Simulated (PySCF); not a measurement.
**Correlation energy of Br³⁺ (bromine, charge +3)**

[Ar] 3d10 4s2 4p2, high-spin 3P determinant. All numbers are calculated (PySCF 2.14, the spin-free X2C one-electron Hamiltonian (Gaussian nucleus), in jorge-DZP-DKH). Frozen: [Ar] 3d10; 4 electrons correlated.

MP2 pair energies summed by pair of shells (mhartree):

```tsv
pair	energy	share (%)
4s-4p	-13.98	50.6
4s-4s	-12.14	43.9
4p-4p	-1.52	5.5
```

Total MP2 correlation energy: -27.64 mhartree.

Same-spin part -3.04 and opposite-spin part -24.60 mhartree; SCS-MP2 scales them by 1/3 and 6/5 to -30.54 mhartree.

| level | correlation energy (mhartree) |
| --- | --- |
| CCSD | -36.37 |
| (T) | -0.16 |
| CCSD(T) | -36.53 |

Diagnostics: T1 = 0.0024, D1 = 0.0048, largest double amplitude 0.094.

Cost of the coupled-cluster step: 0.31 s of wall time on 1 thread of Neoverse-V1 (shared host), for 4 correlated electrons.

Iterations:

```
CC2 = 0
CCSD nocc = (np.int64(3), np.int64(1)), nmo = (29, 29)
frozen orbitals [[0, 1, 2, 3, 4, 5, 6, 7, 8, 9, 10, 11, 12, 13], [0, 1, 2, 3, 4, 5, 6, 7, 8, 9, 10, 11, 12, 13]]
max_cycle = 100
direct = 0
conv_tol = 1e-08
conv_tol_normt = 1e-06
diis_space = 8
diis_start_cycle = 0
Init t2, MP2 energy = -0.0276445178487288
Init E_corr(UCCSD) = -0.0276445178599723
cycle = 1  E_corr(UCCSD) = -0.0337947789852446  dE = -0.00615026113  norm(t1,t2) = 0.0264022
cycle = 2  E_corr(UCCSD) = -0.0354912026332165  dE = -0.00169642365  norm(t1,t2) = 0.00956404
cycle = 3  E_corr(UCCSD) = -0.0363865072174292  dE = -0.000895304584  norm(t1,t2) = 0.00375293
cycle = 4  E_corr(UCCSD) = -0.0363652904782491  dE = 2.12167392e-05  norm(t1,t2) = 0.000202207
cycle = 5  E_corr(UCCSD) = -0.0363659379064353  dE = -6.47428186e-07  norm(t1,t2) = 1.19746e-05
cycle = 6  E_corr(UCCSD) = -0.0363657619787552  dE = 1.7592768e-07  norm(t1,t2) = 1.44969e-06
cycle = 7  E_corr(UCCSD) = -0.0363658095709993  dE = -4.75922441e-08  norm(t1,t2) = 2.68683e-07
cycle = 8  E_corr(UCCSD) = -0.0363658040752377  dE = 5.49576164e-09  norm(t1,t2) = 4.78536e-08
UCCSD converged
E(UCCSD) = -2601.898016200125  E_corr = -0.03636580407523766
UCCSD(T) correction = -0.000157097493825305
```
